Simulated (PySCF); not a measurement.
C₄H₅FO₂.
Numbering: `[O:1]=[C:2]1[CH2:3][O:4][CH2:5][C@@H:6]1[F:7]` (hydrogens: H8, H9 on C3; H10, H11 on C5; H12 on C6)

Cartesian coordinates in Å at the GFN2-xTB level; atoms count from 1:
```
atom  x, y, z in Å
O1     1.0926    2.0497   -0.3393
C2     0.6239    0.9748   -0.1173
C3     1.3177   -0.3700   -0.1726
O4     0.4232   -1.3174    0.3631
C5    -0.8927   -0.8622    0.1248
C6    -0.8343    0.6610    0.2638
F7    -1.7239    1.2925   -0.5631
H8     2.2438   -0.3892    0.4045
H9     1.5535   -0.5912   -1.2258
H10   -1.5458   -1.3493    0.8478
H11   -1.2205   -1.1114   -0.8954
H12   -1.0362    1.0119    1.2834
```

Theory: PySCF, TDDFT PBE0/def2-SVPD, vertical, gas phase, core orbitals frozen in the response.

Ground-to-excited transition dipoles (e·a0, same axes as the geometry; the sign carries no meaning), for the states with f of 0.002 or more among the lowest 8:

```tsv
state	E (eV)	μx	μy	μz
S2	5.513	0.154	-0.160	-0.083
S3	7.038	0.177	-0.036	-0.191
S4	7.082	-0.089	-0.360	0.039
S5	7.418	-0.351	-0.069	0.127
S6	7.744	-0.071	0.080	-0.132
S7	7.786	0.029	0.091	-0.100
S8	7.909	0.164	0.021	-0.110
```

Q: What oscillator strength does each state have?

A: f = (2/3) ΔE |μ|² with ΔE in hartree (27.2114 eV).

```json
{"state": "S2", "|μ|² (au)": "0.056", "|μ| (D)": "0.60", "f": "0.008"}
{"state": "S3", "|μ|² (au)": "0.069", "|μ| (D)": "0.67", "f": "0.012"}
{"state": "S4", "|μ|² (au)": "0.139", "|μ| (D)": "0.95", "f": "0.024"}
{"state": "S5", "|μ|² (au)": "0.144", "|μ| (D)": "0.97", "f": "0.026"}
{"state": "S6", "|μ|² (au)": "0.029", "|μ| (D)": "0.43", "f": "0.005"}
{"state": "S7", "|μ|² (au)": "0.019", "|μ| (D)": "0.35", "f": "0.004"}
{"state": "S8", "|μ|² (au)": "0.039", "|μ| (D)": "0.50", "f": "0.008"}
```

Q: Which bond between heavy atoms lies closest to the direction of the S5 transition dipole?

A: C2–C6, at 5° from it; next C3–O4 at 33°.

Q: What angle do the transition dipoles of S3 and S5 make?

A: |cos θ| = |μa·μb| / (|μa| |μb|) = 0.84, so θ ≈ 33° (taken between 0 and 90°, since the signs are arbitrary).

Q: What peak molar absorption coefficient would the strongest computed level give as a lone Gaussian band 0.5 eV wide at half height?

A: ε(max) = 2.175×10⁸ f / FWHM, with the width in cm⁻¹. S5: 2.175×10⁸ × 0.0262 / 4033 ≈ 1400 L mol⁻¹ cm⁻¹.

One conformer stands for the species.
